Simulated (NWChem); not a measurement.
System: OsF6, triplet; SMILES [F][Os]([F])([F])([F])([F])[F]

NWChem input:

```
start job
memory heap 200 mb stack 900 mb global 1100 mb
geometry units angstroms
  Os    -0.000008    -0.000003     0.000005
  F      1.103535    -0.440199    -1.378936
  F     -1.103535     0.440199     1.378936
  F     -1.140788     0.802811    -1.169242
  F     -0.890984    -1.573123    -0.210855
  F      0.890984     1.573129     0.210812
  F      1.140788    -0.802811     1.169242
end
basis spherical
  * library def2-svp
end
ecp
  Os library def2-ecp
end
dft
  odft
  mult 3
  xc pbe0
  iterations 150
end
driver
  maxiter 120
end
task dft optimize
```

Parts of the log:

```
             Northwest Computational Chemistry Package (NWChem) 7.3.0
             --------------------------------------------------------

 CI  symmetry detected

                             Geometry "geometry" -> ""
                             -------------------------

 Output coordinates in angstroms (scale by  1.889725989 to convert to a.u.)

  No.       Tag          Charge          X              Y              Z
 ---- ---------------- ---------- -------------- -------------- --------------
    1 Os                  76.0000     0.00000000     0.00000000     0.00000000
    2 F                    9.0000    -1.14769598     0.95336911    -1.04254996
    3 F                    9.0000     1.14769598    -0.95336911     1.04254996
    4 F                    9.0000    -1.40031901    -0.58996194     1.00203852
    5 F                    9.0000    -0.18693236    -1.43390355    -1.10544361
    6 F                    9.0000     0.18693236     1.43390355     1.10544361
    7 F                    9.0000     1.40031901     0.58996194    -1.00203852

 Effective nuclear repulsion energy (a.u.)    1428.2962937440

      Symmetry information
      --------------------

 Group name             Ci
 Group number              3
 Group order               2
 No. of unique centers     4

                                Z-matrix (autoz)
                                --------

 Units are Angstrom for bonds and degrees for angles

[...]

      ----------------------
      Optimization converged
      ----------------------

  Step       Energy      Delta E   Gmax     Grms     Xrms     Xmax
  ---- ---------------- -------- -------- -------- -------- --------
@    5    -688.71061361 -1.6D-06  0.00004  0.00002  0.00031  0.00059
                                     ok       ok       ok       ok

                                Z-matrix (autoz)
                                --------

 Units are Angstrom for bonds and degrees for angles

      Type          Name      I     J     K     L     M      Value     Gradient
      ----------- --------  ----- ----- ----- ----- ----- ---------- ----------
    1 Stretch                  1     2                       1.83939    0.00003
    2 Stretch                  1     3                       1.83939    0.00003
    3 Stretch                  1     4                       1.83103   -0.00004
    4 Stretch                  1     5                       1.83852    0.00001
    5 Stretch                  1     6                       1.83852    0.00001
    6 Stretch                  1     7                       1.83103   -0.00004
    7 Bend                     2     1     4                88.99423    0.00001
    8 Bend                     2     1     5                91.76759    0.00001
    9 Bend                     2     1     6                88.23241   -0.00001
   10 Bend                     2     1     7                91.00577   -0.00001
   11 Bend                     3     1     4                91.00577   -0.00001
   12 Bend                     3     1     5                88.23241   -0.00001
   13 Bend                     3     1     6                91.76759    0.00001
   14 Bend                     3     1     7                88.99423    0.00001
   15 Bend                     4     1     5                90.95969   -0.00001
   16 Bend                     4     1     6                89.04031    0.00001
   17 Bend                     5     1     7                89.04031    0.00001
   18 Bend                     6     1     7                90.95969   -0.00001

                         Geometry "geometry" -> "geometry"
                         ---------------------------------

 Output coordinates in angstroms (scale by  1.889725989 to convert to a.u.)

  No.       Tag          Charge          X              Y              Z
 ---- ---------------- ---------- -------------- -------------- --------------
    1 Os                  76.0000     0.00000000     0.00000000     0.00000000
    2 F                    9.0000    -1.16894957     0.98041267    -1.02747894
    3 F                    9.0000     1.16894957    -0.98041267     1.02747894
    4 F                    9.0000    -1.41713471    -0.57292580     1.00803718
    5 F                    9.0000    -0.15927221    -1.45805523    -1.10854166
    6 F                    9.0000     0.15927221     1.45805523     1.10854166
    7 F                    9.0000     1.41713471     0.57292580    -1.00803718

 Effective nuclear repulsion energy (a.u.)    1415.7856649425

      Symmetry information
      --------------------

 Group name             Ci
 Group number              3
 Group order               2
 No. of unique centers     4

                Final and change from initial internal coordinates
                --------------------------------------------------

                                Z-matrix (autoz)
                                --------

 Units are Angstrom for bonds and degrees for angles

[...]
```

Level: PBE0/def2-SVP with def2 effective core potentials on Os, spin-unrestricted. In the optimisation the excess spin sits in ag (Ci, its own frame). No frequency run checked for a minimum. def2 effective core potentials on Os; no spin-orbit coupling.
